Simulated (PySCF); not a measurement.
# Correlation energy of Ba (barium, neutral)

[Xe] 6s1 7s1, high-spin 3S determinant (an excited configuration). Calculation: PySCF 2.14, in aug-cc-pwCVTZ-X2C; the spin-free X2C one-electron Hamiltonian (Gaussian nucleus). Frozen: [Xe]; 2 electrons correlated.

With two correlated electrons CCSD is exact within the correlated space (frozen core and kept virtual orbitals).

```tsv
level	correlation energy (mhartree)
CCSD	-4.56
```

Diagnostics: T1 = 0.027, D1 = 0.0530, largest double amplitude 0.074.

The outer electron is Rydberg-like, and this basis confines it to a smaller radius and binds it less than a complete one would.

Cost of the coupled-cluster step: roughly 14 core-seconds, for 2 correlated electrons.
